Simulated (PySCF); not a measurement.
Species: sum formula H₅GeO₄, net charge 1, singlet state. It need not be the lowest isomer of its formula. SMILES: [OH][Ge]([OH])([OH])[OH2+]
Structure (B3LYP-D3(BJ)/def2-TZVP (Ansatz) minimum search):
```xyz
10

O      0.1353     1.3559    -1.1613
Ge    -0.0199    -0.1420     0.1118
O     -1.1948     0.6966     1.0663
O     -0.4945    -1.4500    -0.9052
O      1.6044    -0.2470     0.6857
H     -0.2096     2.2210    -0.8827
H     -1.0501     0.7151     2.0228
H     -1.4444    -1.5897    -1.0279
H      2.0382    -1.1060     0.5785
H      0.8994     1.4609    -1.7515
```
Charge +1, spin multiplicity 1.

Dispersion corrections to the total energy (kcal/mol) from the dftd3 and dftd4 libraries through PySCF: D3(BJ) without and D4 with the three-body term, each with the damping fitted for the functional named.

```csv
functional,D3(BJ),D4
HF,-30.66,-13.53
r2SCAN,…,-0.94
revPBE,-9.42,…
PW6B95,-2.07,-3.50
HSE06,-2.63,-3.04
PBE,…,-3.89
B2PLYP,-3.27,-2.70
```

Q: Complete the blanks.

A: 
- r2SCAN, D3(BJ): -1.09
- revPBE, D4: -11.57
- PBE, D3(BJ): -3.85
